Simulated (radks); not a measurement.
Results of a calculation; reference values are marked as such.
Task: These are the eigenvalues of the occupied orbitals of an atom or ion with whole-number occupations (hartree). Code: a radial shooting solver on a logarithmic mesh with Libxc functionals. Model: scalar-relativistic Kohn-Sham, PBE, spin-polarised, spherical densities, finite nucleus; Fermi nuclear charge, rms radius of each element as measured or else 0.836 A^(1/3) + 0.57 fm.

1s down: -851.8088
1s up: -851.8087
2s up: -127.9823
2s down: -127.9726
2p up: -115.2415
2p down: -115.2342
3s up: -27.05623
3s down: -27.05136
3p up: -22.86782
3p down: -22.86220
3d up: -16.18649
3d down: -16.17762
4s up: -7.80476
4s down: -7.75939
4p up: -6.53697
4p down: -6.48999
4d up: -4.61899

Which element is it, and in what charge state? The configuration may be excited. Open shells, if any, are filled with parallel spins first.

Result: Z = 45, rhodium, charge +8: Rh8+ in [Kr] 4d1. The list shows which subshells hold electrons but not how many an open one holds; the 1s level, -851.81 hartree, gives Z - s = 41.3 by -(Z - s)^2/2, which with screening and relativity narrows Z to a few neighbours, and the depths of the outer levels then fix element, charge and occupations together.
